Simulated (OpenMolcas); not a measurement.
Ni2+: effect of the metal basis and ligand basis

Ni2+ with 4 ligands (chloride) in tetrahedral coordination (Td) at 2.31 Å. A charge of +0.5 e stands 3.2 Å behind each ligand.

- Program: OpenMolcas
- Method: CASSCF
- Spin-orbit coupling: RASSI with atomic mean-field integrals over the reference wave functions

Fixed: active space 8 electrons in 5 orbitals (3d), DKH2 Hamiltonian.

States (labels of Td). Energies in cm-1 above the lowest state or level, χT in cm3 K/mol; under a threefold ground state the first gap can be a small split of the lowest multiplet, not the spin-orbit step; 10Dq and B are least-squares fits to the states below 45000 cm-1, weighted by degeneracy, with a free offset, and given where the rms deviation is under 5 % of |10Dq| (or 100 cm-1) and under 700 cm-1; 10Dq is negative for this site.

```tsv
Run	Metal basis	Ligand basis	Ground state	First state of that spin	10Dq	B (rms of fit)	First gap with spin-orbit (degeneracies)	χT at 300 K	First state of another spin	Cost
A	ANO-RCC-VDZP	ANO-RCC-VDZP	3T1	3T2 1698	-2061	1241 (49)	307.3 (1, 3)	2.769	1T2 16084	roughly 20 core-seconds
B	ANO-RCC-VTZP	ANO-RCC-VTZP	3T1	3T2 1666	-2022	1261 (48)	302.2 (1, 3)	2.801	1T2 16356	roughly 110 core-seconds
```

Against A, |10Dq| changes by -1.9 % in B.

Costs are those of the RASSCF and RASSI steps.

An orbital triplet at a regular site is open to Jahn-Teller coupling, which can distort the site and quench the lowest spin-orbit gaps and is left out. Without dynamic correlation the repulsion within the d shell is too large (B by tens of per cent), so at a given field states of lower spin stand too high. Ligand-to-metal charge-transfer states are missing. With no ligand orbital active B as a rule stays too high, so bands that hang on it stand too high and its fall with covalency is understated. With metal d orbitals alone and no dynamic correlation the field as a rule comes out too small, by tens of per cent, by up to half for chloride and softer ligands, and with too little covalency χT stands high. No measured value stands beside these numbers; the geometry is a model, was not optimised and need not be the one that this ion takes.
